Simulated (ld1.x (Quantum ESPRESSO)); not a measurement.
## Br (Z = 35): one change to a TM potential, before and after

- Element: bromine (Br)
- Generator: ld1.x (Quantum ESPRESSO) 7.5
- Type: norm-conserving Troullier–Martins (Kleinman–Bylander form)
- Functional: PBE
- Relativity: scalar-relativistic
- Frozen core: [Ar] 3d10
- Valence charge: 7
- Reference configuration: 4s2 4p5
- Partial waves: 4p (bound): rc 1.20 bohr; 4s (bound): rc 1.25 bohr
- Local potential: the s channel
- Core correction: none

All-electron outer shells of the reference configuration (PBE, scalar-relativistic, ld1.x):

```json
{"shell": "3p", "level (eV)": "-173.49", "outermost node (bohr)": "0.21", "outermost maximum (bohr)": "0.48"}
{"shell": "3d", "level (eV)": "-66.72", "outermost node (bohr)": "–", "outermost maximum (bohr)": "0.43"}
{"shell": "4s", "level (eV)": "-20.13", "outermost node (bohr)": "0.67", "outermost maximum (bohr)": "1.41"}
{"shell": "4p", "level (eV)": "-7.86", "outermost node (bohr)": "0.70", "outermost maximum (bohr)": "1.66"}
```

Change: core correction a·sin(br)/r model core inside 0.70 bohr.

Cutoffs: the cutoffs (Ry, on a coarse ladder) from which the occupation-weighted sum of valence levels, in a spherical-Bessel basis at the reference potential, stays within 10 and 1 mRy of its value at 400 Ry; they do not see the model core or the augmentation charge, which bear on the density cutoff. Errors are all-electron minus pseudo energies relative to the spin-unpolarised reference configuration.

Task: How do hardness, ghosts and transferability respond?

Result: The potential gets neither clearly harder nor softer (80 Ry and 180 Ry → 80 Ry and 180 Ry); both files keep a bound ghost (p); of the 7 tests that both files solve, the error grows in 3 and shrinks in 0 by more than 15 % and 0.3 meV (median size 13.4 → 28.9 meV). A model core, the more so a compact one, raises the density cutoff, which this test does not measure.

| quantity | base | changed |
| --- | --- | --- |
| cutoff, loose | 80 Ry | 80 Ry |
| cutoff, tight | 180 Ry | 180 Ry |
| bound ghosts | p | p |
| error for 4s2 4p4, meV [ΔE 12.55 eV] | -8.2 | -7.9 |
| error for 4s2 4p3, meV [ΔE 35.31 eV] | -37 | -36 |
| error for 4s2 4p2, meV [ΔE 69.30 eV] | -86 | -87 |
| error for 4s2 4p1, meV [ΔE 115.32 eV] | -131 | -155 |
| error for 4s1 4p5, meV [ΔE 25.56 eV] | -13 | -29 |
| error for 4s1 4p6, meV [ΔE 12.37 eV] | +2.5 | -7.6 |
| error for 4s2 4p4.5, meV [ΔE 5.07 eV] | -2.1 | -2.0 |
| s: phases at 1.35 bohr within 0.05 rad from the reference energy up to (Ry; the scan ends near 5) | to the end of the scan | to the end of the scan |
| p: phases at 1.35 bohr within 0.05 rad from the reference energy up to (Ry; the scan ends near 5) | 1.3 | 1.3 |

 A true bound ghost makes a file unfit for plane-wave use even where its test errors are small: the radial tests pick states by their node count and pass the ghost by.
